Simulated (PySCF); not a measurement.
PySCF 2.14 output of an unrestricted HSE06 calculation on a single atom or ion in dyall-av2z, with no relativity, point nucleus:

```
SCF conv_tol = 1e-09
number electrons alpha = 14  beta = 10
    J. Heyd, G. E. Scuseria, and M. Ernzerhof.,  J. Chem. Phys. 118, 8207 (2003)
    J. Heyd, G. E. Scuseria, and M. Ernzerhof.,  J. Chem. Phys. 124, 219906 (2006)
    A. V. Krukau, O. A. Vydrov, A. F. Izmaylov, and G. E. Scuseria.,  J. Chem. Phys. 125, 224106 (2006)
cycle= 1 E= -1380.35498398915  delta_E= -0.01  |g|= 0.0257  |ddm|= 0.0576
cycle= 2 E= -1380.35501431188  delta_E= -3.03e-05  |g|= 0.024  |ddm|= 0.0116
cycle= 3 E= -1380.35508808694  delta_E= -7.38e-05  |g|= 0.0018  |ddm|= 0.00496
cycle= 4 E= -1380.35508839996  delta_E= -3.13e-07  |g|= 0.000343  |ddm|= 0.000379
cycle= 5 E= -1380.35508842194  delta_E= -2.2e-08  |g|= 2.66e-05  |ddm|= 0.000117
cycle= 6 E= -1380.35508842217  delta_E= -2.3e-10  |g|= 9.86e-07  |ddm|= 1.5e-05
converged SCF energy = -1380.35508842217  <S^2> = 6.0010679  2S+1 = 5.0004271
```

The run itself started from symmetry-adapted Hartree-Fock orbitals and held the occupation by maximum overlap, on a logarithmic radial grid, so the iterations belong to that start.

Task: Which element, charge and spin multiplicity is this?

Result: Co³⁺ (cobalt, charge +3), multiplicity 5; the state was [Ar] 3d6, high-spin 5D determinant.
